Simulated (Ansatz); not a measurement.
Reaction (hydrogenolysis of a B–S bond): `O[SiH2]CBS` + H₂ → `BC[SiH2]O` + H₂S

Isolated molecules relaxed with PBE0-D4/def2-TZVP in Ansatz; ΔE leaves out vibrations. CCSD(T)/CBS adds triple-zeta CCSD(T) − MP2 to the extrapolated MP2 energy (def2 sets, frozen cores). This one scheme is used for every species. Functionals use def2-TZVPP. One conformer a species, not always the lowest.

```
             level  ΔE (kJ/mol)  difference from CCSD(T)/CBS
            PBE-D4         88.6                         11.0
           PBE0-D4         82.5                          4.9
            B2PLYP         73.3                         -4.3
               PBE         81.9                          4.3
              PBE0         76.5                         -1.1
     HF/def2-TZVPP         46.3                        -31.3
    MP2/def2-TZVPP         84.9                          7.3
SCS-MP2/def2-TZVPP         75.2                         -2.4
     HF/def2-QZVPP         45.1                        -32.5
      HF/CBS(def2)         45.0                        -32.6
       CCSD(T)/CBS         77.6                            0
```

Largest T1 diagnostic among the species: 0.013.

From PBE to PBE0 (25 % exact exchange), in def2-TZVPP and without D4, ΔE moves by −5.4 kJ/mol. The D4 term adds +10.9 kJ/mol with B3LYP and +6.0 kJ/mol with PBE0; it sums over pairs of atoms, weighted by their polarisabilities, and B3LYP, whose exchange is more repulsive, gets the larger term.

B3LYP here is the variant with VWN-RPA as its local correlation; programs differ in this.
